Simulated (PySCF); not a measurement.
# How methods differ on the ionisation energy of F⁺

F⁺ [He] 2s2 2p4 (3P) → F²⁺ [He] 2s2 2p3 (4S), as a difference of total energies. Computed with PySCF 2.14 in aug-cc-pCVTZ-DK, with the spin-free X2C one-electron Hamiltonian (Gaussian nucleus). Correlated levels: valence: 1s2 frozen. The calculations carry no spin-orbit coupling.

```json
{"method": "UHF", "ionisation energy (eV)": "33.367", "plus first-order spin-orbit estimate": "33.387", "error of that sum (eV)": "-1.584"}
{"method": "MP2 (valence)", "ionisation energy (eV)": "34.617", "plus first-order spin-orbit estimate": "34.637", "error of that sum (eV)": "-0.334"}
{"method": "SCS-MP2 (valence)", "ionisation energy (eV)": "34.727", "plus first-order spin-orbit estimate": "34.747", "error of that sum (eV)": "-0.224"}
{"method": "CCSD (valence)", "ionisation energy (eV)": "34.652", "plus first-order spin-orbit estimate": "34.672", "error of that sum (eV)": "-0.299"}
{"method": "CCSD(T) (valence)", "ionisation energy (eV)": "34.681", "plus first-order spin-orbit estimate": "34.701", "error of that sum (eV)": "-0.270"}
```

Reference: 34.971 eV (measured; NIST Atomic Spectra Database, ionization energies).

A first-order spin-orbit estimate (lowest level to lowest level, LS coupling) adds 0.020 eV.

Errors of the correlated levels include the incompleteness of this basis and the frozen core.
